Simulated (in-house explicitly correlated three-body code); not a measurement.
Computed with an exponentially correlated three-body code. Model: two electrons around a point charge, non-relativistic, variational in 260 exponentially correlated functions (energies converged to about 1e-7 hartree, or 1e-8 relative for large Z).

Command:
```bash
python run_hyl.py task.json out
```
Settings (lengths in bohr, energies in hartree):
```
Z                      6
screening              0.06
interaction_strength   1
functions              260
states_tried           13
```

Time taken, with all properties: 2.6 min on 1 thread of Arm Neoverse N1, with other jobs on the host.

**Those bound S and P states to n = 4 that converged, binding against the one-electron ion.**

Given: nuclear charge 6; Yukawa screening of all interactions 0.06 1/bohr.

Computed: one-electron threshold -17.6426822 hartree.

| term | energy (hartree) | binding (eV) |
| --- | --- | --- |
| 1 1S | -31.7512639 | 383.91 |
| 2 3S | ? | ? |
| 2 1S | -20.5748649 | 79.789 |
| 2 3P | -20.5727873 | 79.732 |
| 2 1P | -20.4448718 | 76.251 |
| 3 3S | ? | ? |
| 3 1S | -18.7829754 | 31.029 |
| 3 3P | -18.7802922 | 30.956 |
| 3 1P | -18.7446394 | 29.986 |
| 4 3S | -18.195204 | 15.035 |
| 4 1S | -18.1748297 | 14.48 |
| 4 3P | -18.172758 | 14.424 |
| 4 1P | -18.1584548 | 14.035 |

Question: What belongs in the row 2 3S?

Answer: energy (hartree): -20.7730611; binding (eV): 85.182.

Question: What belongs in the row 3 3S?

Answer: energy (hartree): -18.8348408; binding (eV): 32.44.

**Converged states only, values per electron or pair (inverse distances are <exp(-kr)/r>).**

```
term  mean r (bohr)  mean r squared (bohr²)  mean inverse r (1/bohr)  mean r12 (bohr)  mean inverse r12 (1/bohr)  mean cosine  mean p1 dot p2 (bohr⁻²)  delta r1 (bohr⁻³)  delta r12 (bohr⁻³)
1 1S        0.26682                0.095763                   5.6276          0.39536                     3.3793    -0.022069                  0.68511             61.434              6.1407
2 3S        0.67776                  0.7534                   3.5961            1.146                    0.97086   -0.0071578                 0.049384             37.511                   -
2 1S        0.70841                 0.83568                   3.5743           1.1962                      1.107    -0.010263                 0.058236             37.229             0.98175
2 3P        0.60806                 0.60308                   3.5769           1.0215                     1.1392    -0.068302                  -1.9735             34.001                   -
2 1P              ?                       ?                        ?                ?                          ?            ?                        ?                  ?                   ?
3 3S         1.4102                  3.7921                   3.2267           2.5871                    0.43793   -0.0022955                 0.014133             35.253                   -
3 1S         1.4559                   4.067                   3.2208           2.6759                    0.47339   -0.0032362                 0.017717             35.193               0.284
3 3P         1.3572                   3.542                   3.2213           2.4845                    0.48067      -0.0168                 -0.46513              34.28                   -
3 1P         1.3916                  3.7389                   3.2168           2.5458                    0.49916       0.0095                   0.4773             34.385             0.07529
4 3S              ?                       ?                        ?                ?                          ?            ?                        ?                  ?                   -
4 1S         2.5322                  13.078                   3.0979           4.8224                    0.24436   -0.0013494                0.0073226             34.703             0.11524
4 3P         2.4346                  12.139                    3.098           4.6295                    0.24707   -0.0064863                 -0.17689             34.336                   -
4 1P         2.4818                  12.638                   3.0961           4.7211                    0.25456    0.0036591                  0.18725             34.376            0.031727
```

Question: What belongs in the row 2 1P?

Answer: mean r (bohr): 0.63168; mean r squared (bohr²): 0.65758; mean inverse r (1/bohr): 3.5605; mean r12 (bohr): 1.036; mean inverse r12 (1/bohr): 1.1987; mean cosine: 0.038382; mean p1 dot p2 (bohr⁻²): 1.8368; delta r1 (bohr⁻³): 34.451; delta r12 (bohr⁻³): 0.23185.

Question: What belongs in the row 4 3S?

Answer: mean r (bohr): 2.469; mean r squared (bohr²): 12.399; mean inverse r (1/bohr): 3.1003; mean r12 (bohr): 4.6971; mean inverse r12 (1/bohr): 0.23073; mean cosine: -0.00095745; mean p1 dot p2 (bohr⁻²): 0.0057033; delta r1 (bohr⁻³): 34.725.

**Electric-dipole lines between converged S and P states, rate of the upper state's decay.**

| s state | p state | p minus s (eV) | oscillator strength from s | rate (1/s) |
| --- | --- | --- | --- | --- |
| 1 1S | 2 1P | 307.66 | 0.64541 | 8.8364e+11 |
| 1 1S | 3 1P | 353.93 | 0.13864 | 2.512e+11 |
| 1 1S | 4 1P | 369.88 | 0.051322 | 1.0156e+11 |
| 2 1S | 2 1P | 3.5373 | 0.094329 | 1.7072e+07 |
| 2 1S | 3 1P | ? | ? | ? |
| 2 1S | 4 1P | 65.754 | 0.087217 | 5.4542e+09 |
| 3 1S | 2 1P | -45.223 | -0.062929 | 5.5843e+09 |
| 3 1S | 3 1P | 1.0432 | 0.16847 | 2.6517e+06 |
| 3 1S | 4 1P | ? | ? | ? |
| 4 1S | 2 1P | -61.771 | -0.01317 | 2.1806e+09 |
| 4 1S | 3 1P | -15.505 | -0.13973 | 1.4576e+09 |
| 4 1S | 4 1P | 0.44558 | 0.24564 | 705400 |
| 2 3S | 2 3P | 5.4497 | 0.13261 | 5.6966e+07 |
| 2 3S | 3 3P | 54.226 | 0.31266 | 1.3298e+10 |
| 2 3S | 4 3P | 70.758 | 0.08099 | 5.865e+09 |
| 3 3S | 2 3P | -47.292 | -0.067643 | 6.5646e+09 |
| 3 3S | 3 3P | 1.4843 | 0.22625 | 7.2102e+06 |
| 3 3S | 4 3P | 18.016 | 0.32876 | 1.5434e+09 |
| 4 3S | 2 3P | -64.697 | -0.01368 | 2.4846e+09 |
| 4 3S | 3 3P | -15.921 | -0.15304 | 1.6833e+09 |
| 4 3S | 4 3P | 0.61079 | 0.32212 | 1.7381e+06 |

Question: What belongs in the row 2 1S 3 1P?

Answer: p minus s (eV): 49.803; oscillator strength from s: 0.34745; rate (1/s): 1.2465e+10.

Question: What belongs in the row 3 1S 4 1P?

Answer: p minus s (eV): 16.994; oscillator strength from s: 0.36609; rate (1/s): 1.5292e+09.

**Static dipole response.**

| state | polarisability (bohr³) |
| --- | --- |
| 1 1S | 0.0089689 |
| 2 1S | 5.7313 |
| 2 3S | 3.4238 |
